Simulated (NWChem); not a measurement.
System: C4H2Cl2; SMILES C#CC=C(Cl)Cl

The following NWChem deck was run.

```
start job
memory heap 200 mb stack 900 mb global 1100 mb
geometry units angstroms noautoz
  C     -0.386872     3.170382     0.000000
  C     -0.657705     1.986952     0.000000
  C     -1.018734     0.619222     0.000000
  C     -0.138535    -0.401333     0.000000
  Cl    -0.663287    -2.036796     0.000000
  Cl     1.558802    -0.178150     0.000000
  H     -0.137022     4.215510     0.000000
  H     -2.081999     0.361073     0.000000
end
basis spherical
  * library def2-svp
end
dft
  xc kt2
  iterations 150
  mulliken
end
task dft energy
```

The geometry was optimised at PBE0/def2-SVP.

**Question.** Give the results of this calculation. (KT2/def2-SVP.) Quantities: energy (Ha); highest occupied level (eV); orbital gap (eV); dipole (D).

**Answer.** 
| Quantity | Result |
|---|---|
| energy (Ha) | -1083.10 |
| highest occupied level (eV) | -5.85 |
| orbital gap (eV) | 3.72 |
| dipole (D) | 0.60 |
